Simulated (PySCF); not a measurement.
# How the method moves the HOMO and LUMO of `C#C[Si@@H](C)N`

C3H7NSi.
Structure used (PBE0-D3(BJ)/def2-SVP), in Å, numbered top down from 1:
```
atom  x, y, z in Å
C1     2.3306    1.3040   -0.8499
C2     1.3358    0.7777   -0.3863
Si3   -0.1746    0.0032    0.3329
C4    -1.6839    0.4307   -0.6819
N5     0.0840   -1.7084    0.2894
H6     3.2071    1.7705   -1.2637
H7    -0.3323    0.5959    1.7027
H8    -1.8393    1.5204   -0.6989
H9    -1.5653    0.0742   -1.7156
H10   -2.5888   -0.0305   -0.2548
H11   -0.6682   -2.3309    0.5643
H12    0.9786   -2.0744    0.5962
```

Basis pcSseg-2 throughout (PySCF), one geometry. One conformer (not necessarily the lowest) at the PBE0-D3(BJ)/def2-SVP geometry, without solvent, vibrations or thermal averaging.

How do the orbital energies, the gap and the dipole change with the method?

```json
{"method": "BLYP", "kind": "GGA", "HOMO (eV)": "-5.90", "LUMO (eV)": "-0.88", "gap (eV)": "5.02", "μ (D)": "0.81", "SCF cycles": "16"}
{"method": "OPBE", "kind": "GGA", "HOMO (eV)": "-5.96", "LUMO (eV)": "-0.87", "gap (eV)": "5.09", "μ (D)": "0.84", "SCF cycles": "16"}
{"method": "PBE", "kind": "GGA", "HOMO (eV)": "-6.01", "LUMO (eV)": "-1.01", "gap (eV)": "4.99", "μ (D)": "0.82", "SCF cycles": "16"}
{"method": "B97-D", "kind": "GGA", "HOMO (eV)": "-6.01", "LUMO (eV)": "-0.88", "gap (eV)": "5.13", "μ (D)": "0.81", "SCF cycles": "16"}
{"method": "KT2", "kind": "GGA", "HOMO (eV)": "-6.10", "LUMO (eV)": "-1.07", "gap (eV)": "5.03", "μ (D)": "0.76", "SCF cycles": "16"}
{"method": "KT3", "kind": "GGA", "HOMO (eV)": "-6.10", "LUMO (eV)": "-1.01", "gap (eV)": "5.09", "μ (D)": "0.78", "SCF cycles": "16"}
{"method": "BP86", "kind": "GGA", "HOMO (eV)": "-6.11", "LUMO (eV)": "-1.07", "gap (eV)": "5.05", "μ (D)": "0.81", "SCF cycles": "15"}
{"method": "LDA", "kind": "LDA", "HOMO (eV)": "-6.13", "LUMO (eV)": "-1.22", "gap (eV)": "4.90", "μ (D)": "0.83", "SCF cycles": "15"}
{"method": "B97-2", "kind": "global hybrid", "HOMO (eV)": "-7.14", "LUMO (eV)": "-0.10", "gap (eV)": "7.05", "μ (D)": "0.78", "SCF cycles": "14"}
{"method": "B3LYP", "kind": "global hybrid", "HOMO (eV)": "-7.19", "LUMO (eV)": "-0.32", "gap (eV)": "6.87", "μ (D)": "0.79", "SCF cycles": "15"}
{"method": "PBE0", "kind": "global hybrid", "HOMO (eV)": "-7.41", "LUMO (eV)": "-0.09", "gap (eV)": "7.32", "μ (D)": "0.78", "SCF cycles": "14"}
{"method": "mPW1PW91", "kind": "global hybrid", "HOMO (eV)": "-7.44", "LUMO (eV)": "-0.08", "gap (eV)": "7.36", "μ (D)": "0.78", "SCF cycles": "14"}
{"method": "BHandHLYP", "kind": "global hybrid", "HOMO (eV)": "-8.73", "LUMO (eV)": "0.77", "gap (eV)": "9.50", "μ (D)": "0.76", "SCF cycles": "13"}
{"method": "CAM-B3LYP", "kind": "range-separated hybrid", "HOMO (eV)": "-8.85", "LUMO (eV)": "0.89", "gap (eV)": "9.74", "μ (D)": "0.78", "SCF cycles": "13"}
{"method": "wB97X-D", "kind": "range-separated hybrid", "HOMO (eV)": "-9.32", "LUMO (eV)": "1.69", "gap (eV)": "11.01", "μ (D)": "0.78", "SCF cycles": "14"}
{"method": "LC-wPBE", "kind": "range-separated hybrid", "HOMO (eV)": "-10.23", "LUMO (eV)": "2.07", "gap (eV)": "12.30", "μ (D)": "0.78", "SCF cycles": "13"}
{"method": "HF", "kind": "Hartree–Fock", "HOMO (eV)": "-10.60", "LUMO (eV)": "2.59", "gap (eV)": "13.20", "μ (D)": "0.74", "SCF cycles": "12"}
```

The HOMO spans 4.70 eV, from BLYP down to HF, and the gap runs from 4.90 eV (LDA) to 13.20 eV (HF). Over the methods BLYP (0 %), OPBE (0 %), PBE (0 %), B97-D (0 %), KT2 (0 %), KT3 (0 %), BP86 (0 %), LDA (0 %), B97-2 (21 %), B3LYP (20 %), PBE0 (25 %), mPW1PW91 (25 %), BHandHLYP (50 %), HF (100 %), a straight line through the gap against the share of exact exchange rises by 0.83 eV for each 10 % (correlation coefficient 0.998). The dipole ranges from 0.74 D (HF) to 0.84 D (OPBE). This basis has no diffuse functions.
